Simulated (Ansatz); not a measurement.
Energy difference R1 → P1 + P2, each structure at its B3LYP-D3(BJ)/def2-TZVP stationary point, reached from a drawn start (curvature not checked).
R1: C2H4 (SMILES C=C), charge 0, multiplicity 1.
P1: C2H3 (SMILES [CH]=C), charge 0, multiplicity 2.
P2: H atom, charge 0, multiplicity 2.

P less R. No zero-point or thermal terms; singlets are restricted closed shells; open shells are unrestricted.

Cores are frozen in the correlated methods. CBS: X⁻³ extrapolation of the correlation energy, Hartree–Fock from the larger set.

Programs: Ansatz (Gaussian basis) for Hartree–Fock, density functionals and correlated methods. All values are computed, each at the level named.

PBE/def2-TZVPP gives 475.8 kJ/mol for the reaction energy.

Question: Where do these levels fall relative to PBE: r2SCAN/def2-TZVPP, B3LYP/def2-TZVPP, wB97M-V/def2-TZVPP, B2PLYP/def2-TZVPP, MP2/CBS(cc-pVTZ, cc-pVQZ), CCSD(T)/CBS(cc-pVTZ, cc-pVQZ).

Answer: r2SCAN/def2-TZVPP -5.5; B3LYP/def2-TZVPP 9.4; wB97M-V/def2-TZVPP 18.2; B2PLYP/def2-TZVPP 12.0; MP2/CBS(cc-pVTZ, cc-pVQZ) 42.5; CCSD(T)/CBS(cc-pVTZ, cc-pVQZ) 19.7 kJ/mol. 5 of 6 lie above PBE; the widest gap is to MP2/CBS(cc-pVTZ, cc-pVQZ).

Doubts at one or more of the structures used: a spin-contaminated determinant (MP2/CBS(cc-pVTZ, cc-pVQZ), CCSD(T)/CBS(cc-pVTZ, cc-pVQZ)).

Ansatz is a first-principles code.
